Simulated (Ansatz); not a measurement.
Consider the ligand exchange at the Si–C bond: `[SiH3][CH2][InH2]` + `O[SiH](F)F` → `F[SiH](F)O[SiH3]` + `[CH3][InH2]`.

Program: Ansatz. Geometries: PBE0-D4/def2-TZVP. ΔE: electronic, gas phase. CCSD(T)/CBS adds triple-zeta CCSD(T) − MP2 to the extrapolated MP2 energy (def2 sets, frozen cores). def2 core potentials past Kr. For In outer-core shells are correlated without core-valence functions, which leaves a few kJ/mol of doubt a bond. One conformer a species, not always the lowest.

```
            species  CCSD(T)/CBS(def2) energy (Eh)
`[SiH3][CH2][InH2]`                     -521.12346
       `O[SiH](F)F`                     -565.23707
 `F[SiH](F)O[SiH3]`                     -855.55648
      `[CH3][InH2]`                     -230.83861
```

Question: Work out ΔE.

Answer: ΔE = (-855.55648) + (-230.83861) − (-521.12346) − (-565.23707) = -0.03456 Eh = -90.7 kJ/mol.

Largest T1 diagnostic among the species: 0.013.

At CCSD(T), def2-SVP lies +3.5 kJ/mol from the extrapolated value and def2-TZVPP −1.3 kJ/mol. Leaving LDA and LC-ωPBE aside and taking each functional with its dispersion term where it has one, the values, not all of them listed here, spread over 25.9 kJ/mol, from BHLYP-D4 to revPBE-D4. LDA lies +3.3 kJ/mol from PBE without D4. From PBE to PBE0 (25 % exact exchange), in def2-TZVPP and without D4, ΔE moves by −4.8 kJ/mol.
